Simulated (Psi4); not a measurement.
C$_{4}$H$_{9}$O$_{2}$ (SMILES [CH2]OCCOC), doublet, geometry from GFN2-xTB; CISD/STO-3G (Psi4).

Psi4 was given this input:
```
memory 2 GB

molecule {
0 2
C     2.77665086    0.36707987   -0.36741398
O     1.48404089    0.59626067   -0.00898571
C     0.79265986   -0.50133145    0.53286416
C    -0.67553091   -0.12856163    0.70659177
O    -1.34980012   -0.35924637   -0.50587503
C    -2.68826857    0.06159436   -0.48012240
H     3.28799376   -0.49988360    0.01013616
H     3.30837259    1.25198531   -0.65175762
H     1.22965214   -0.77247067    1.50583187
H     0.86002529   -1.36689995   -0.13892640
H    -0.74368447    0.93182852    0.99097054
H    -1.12315578   -0.73615109    1.50953134
H    -3.25728402   -0.46832197    0.29485327
H    -3.10500220   -0.16913098   -1.45802687
H    -2.76391114    1.14024317   -0.29524372
}

set {
  basis sto-3g
  reference uhf
}

energy('cisd')
print_variables()
```

Question: Predict the main parts of the log of this Psi4 run.

Answer: 
```
Traceback (most recent call last):
  File "psi4", line 375, in <module>
  File "<string>", line 36, in <module>
  File "site-packages/psi4/driver/driver.py", line 461, in energy
  File "site-packages/psi4/driver/task_planner.py", line 255, in task_planner
  File "site-packages/psi4/driver/driver_util.py", line 222, in negotiate_derivative_type
  File "site-packages/psi4/driver/driver_util.py", line 355, in highest_analytic_derivative_available

psi4.driver.p4util.exceptions.MissingMethodError: Method=cisd is not available for any derivative level under conditions CI_TYPE=CONV, REFERENCE=UHF, FREEZE_CORE=FALSE, QC_MODULE=(auto). See https://psicode.org/psi4manual/master/introduction.html#ss-cisd. Or did you mean? ccd ccsd cisdt cisdtq qcisd lccsd ci2 ci3 ci4 ci5 ci6 ci7 ci8 ci9 ci10 ci11 ci12 ci13 ci14 ci15 ci16 ci17 ci18 ci19 ci20 ci21 ci22 ci23 ci24 ci25 ci26 ci27 ci28 ci29 ci30 ci31 ci32 ci33 ci34 ci35 ci36 ci37 ci38 ci39 ci40 ci41 ci42 ci43 ci44 ci45 ci46 ci47 ci48 ci49 ci50 ci51 ci52 ci53 ci54 ci55 ci56 ci57 ci58 ci59 ci60 ci61 ci62 ci63 ci64 ci65 ci66 ci67 ci68 ci69 ci70 ci71 ci72 ci73 ci74 ci75 ci76 ci77 ci78 ci79 ci80 ci81 ci82 ci83 ci84 ci85 ci86 ci87 ci88 ci89 ci90 ci91 ci92 ci93 ci94 ci95 ci96 ci97 ci98

Printing out the relevant lines from the Psithon --> Python processed input file:
    H    -2.76391114    1.14024317   -0.29524372
    """)
    core.IO.set_default_namespace("")
    core.set_global_option("BASIS", "sto-3g")
    core.set_global_option("REFERENCE", "uhf")
--> energy('cisd')
    print_variables()

!----------------------------------------------------------------------------------!
!                                                                                  !
!  Method=cisd is not available for any derivative level under conditions          !
!     CI_TYPE=CONV, REFERENCE=UHF, FREEZE_CORE=FALSE, QC_MODULE=(auto). See        !
!     https://psicode.org/psi4manual/master/introduction.html#ss-cisd. Or did you  !
!     mean? ccd ccsd cisdt cisdtq qcisd lccsd ci2 ci3 ci4 ci5 ci6 ci7 ci8 ci9 ci10 !
!     ci11 ci12 ci13 ci14 ci15 ci16 ci17 ci18 ci19 ci20 ci21 ci22 ci23 ci24 ci25   !
!     ci26 ci27 ci28 ci29 ci30 ci31 ci32 ci33 ci34 ci35 ci36 ci37 ci38 ci39 ci40   !
!     ci41 ci42 ci43 ci44 ci45 ci46 ci47 ci48 ci49 ci50 ci51 ci52 ci53 ci54 ci55   !
!     ci56 ci57 ci58 ci59 ci60 ci61 ci62 ci63 ci64 ci65 ci66 ci67 ci68 ci69 ci70   !
!     ci71 ci72 ci73 ci74 ci75 ci76 ci77 ci78 ci79 ci80 ci81 ci82 ci83 ci84 ci85   !
!     ci86 ci87 ci88 ci89 ci90 ci91 ci92 ci93 ci94 ci95 ci96 ci97 ci98             !
!                                                                                  !
!----------------------------------------------------------------------------------!
```

The input was rejected before any calculation.
